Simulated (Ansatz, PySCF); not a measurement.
Species: SeCl$_{2}$ (charge +1, doublet). 
Geometry from a B3LYP-D3(BJ)/def2-TZVP (Ansatz, a quantum-chemistry and plane-wave program) optimisation:
```xyz
3

Se     0.0027    -0.0049     0.6415
Cl     1.0611     1.2732    -0.6363
Cl    -1.0665    -1.2635    -0.6467
```
Charge +1, spin multiplicity 2.

Total electronic energies in hartree. Cores are frozen in the correlated levels unless marked. Open shells are spin-unrestricted. No spin-orbit coupling. The frozen core is the preceding noble-gas configuration, with the filled d and f shells of earlier blocks. Non-relativistic. CBS marks a two-point X^-3 extrapolation of the correlation energy; Hartree-Fock from the larger set. [CCSD(T)-MP2]/basis is that difference in the basis named.

```tsv
level	program	energy (Eh)
HF/STO-3G	Ansatz	-3282.41947
HF/def2-SVP	Ansatz	-3317.91576
HF/def2-SVPD	Ansatz	-3317.93211
RI-HF/def2-QZVPP	Ansatz	-3318.62460
PBE0-D4/def2-TZVP	Ansatz + dftd4	-3321.06986
PBE0-D4/def2-TZVPD	Ansatz + dftd4	[?]
TPSSh-D3(BJ)/def2-TZVPD	PySCF + dftd3	-3321.62313
SCS-MP2/6-31G	Ansatz	-3318.15535
RI-MP2/CBS(def2-TZVPPD,def2-QZVPPD)+[CCSD(T)-MP2]/def2-TZVPPD	Ansatz	-3319.2865
```

### Question
Some entries are withheld; supply them.

### Answer

- PBE0-D4/def2-TZVPD, energy (Eh): -3321.07148
